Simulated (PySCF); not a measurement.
An unknown is described by computed data only.

Formula: FH6PSi2.

- Rotational structure: rotational constants A, B, C: 3.946, 1.965, 1.442 GHz [PBE0-D3(BJ)/def2-SVP]
- Polarisability: 86.1 au [CAM-B3LYP/def2-SVPD]
- 1H NMR: chemical shifts (computed TMS as zero) by class: 6.36 (1 H), 3.66 (3 H), 1.94 (2 H) ppm [GIAO KT2/pcSseg-2]
- Triplet: lowest triplet excitation (Tamm–Dancoff): 5.26 eV [TDA CAM-B3LYP/def2-SVPD]
- UV, strongest line: among the 10 lowest singlet transitions: S4 at 6.69 eV (185 nm, f = 0.385) [TDDFT CAM-B3LYP/def2-SVPD]
- XPS: Si2p3/2 106.8, Si2p3/2 107.7, P2p3/2 136.6, F1s 692.1, Si1s 1846.5, Si1s 1847.5, P1s 2150.1 eV [ΔSCF SCAN, pcX-2 on the ionised atom, pcseg-1 elsewhere, spin-free X2C, 2p3/2 from a spin–orbit splitting computed afterwards within the 2p shell]

Electronic properties: PySCF, gas phase, density fitting. Levels stand in brackets. One conformer (not necessarily the lowest) at the PBE0-D3(BJ)/def2-SVP geometry, without solvent, vibrations or thermal averaging. Each NMR value is the plain mean over a class of atoms that symmetry, rotation or inversion makes alike.

**Question.** Give a SMILES that accounts for the data.

**Answer.** Numbering: `[F:1][Si@@H:2]([SiH3:3])[PH2:4]`. Hydrogen classes from least to most shielded: 1 H on a fluorine-bound silicon, Si2 (6.36 ppm), 3 H on an SiH3 silicon, Si3 (3.66 ppm, a mean of values up to 0.5 ppm apart in this geometry), 2 H on a three-coordinate phosphorus, P4 (1.94 ppm, a mean of values up to 0.6 ppm apart in this geometry). The core levels belong to: Si2p3/2 106.8 eV, SiH3 silicon [Si3]; Si2p3/2 107.7 eV, fluorine-bound silicon [Si2]; P2p3/2 136.6 eV, three-coordinate phosphorus [P4]; F1s 692.1 eV, silicon-bound fluorine [F1]; Si1s 1846.5 eV, SiH3 silicon [Si3]; Si1s 1847.5 eV, fluorine-bound silicon [Si2]; P1s 2150.1 eV, three-coordinate phosphorus [P4]. The optimised geometry has point group C1 and is an asymmetric top. Structure: `F[Si@@H]([SiH3])P`. Computed isomers that give other values at the same levels: `F[SiH2]P[SiH3]` (rotational constant A: 4.583 GHz; this holds for the one conformer computed); `F[SiH2][SiH2]P` (rotational constant A: 8.905 GHz; this holds for the one conformer computed). The assignments are read from this structure; whether some other isomer fits the data as well wasn't checked. The mirror image fits equally.

The values belong to the conformer `[F:1][Si@@H:2]([SiH3:3])[PH2:4]`: H–P4–Si2–F1 178°, H–P4–Si2–F1 -89°.
